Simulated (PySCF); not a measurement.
Coordinates in bohr (charge 0 multiplicity 1):
```
Zr    0.0000    0.0000   -0.5125
O     2.6930    0.0000    1.4444
O    -2.6930    0.0000    1.4444
```

These are results of PBE0 in PySCF with Zr def2-TZVP with ECP28, O def2-TZVP; scalar-relativistic core potentials, no spin–orbit coupling; density-fitted integrals, not measurements.

This geometry of ZrO2 is a stationary point at this level.

**Question.** What is the point group?

**Answer.** C2v.

**Question.** Is it a minimum?

**Answer.** Yes: all harmonic wavenumbers are real.

**Question.** List the harmonic modes with their infrared intensities.

**Answer.** 
```
symmetry  ω (cm⁻¹)  IR (km/mol)
      a1       312         10.3
      b2       890          377
      a1       962         58.9
```

**Question.** Give the atomic charges and bond orders.

**Answer.** 
| atom | Mulliken | Löwdin | polar tensor | Mayer order to Zr1 |
| --- | --- | --- | --- | --- |
| Zr1 | 1.25 | 0.75 | 1.93 | – |
| O2,3 | -0.63 | -0.37 | -0.97 | 2.03 |

**Question.** Give the ideal-gas entropy at 298.15 K and 1 bar by parts.

**Answer.** translation 168.8, rotation 92.3, vibration 6.7, spin 0.0; total 267.7 J/(mol K).

In C2v the vibrations span 2a1 + b2. Here b1 is antisymmetric to the molecular plane and b2 lies in it.

Other isomers or separated fragments may lie lower.
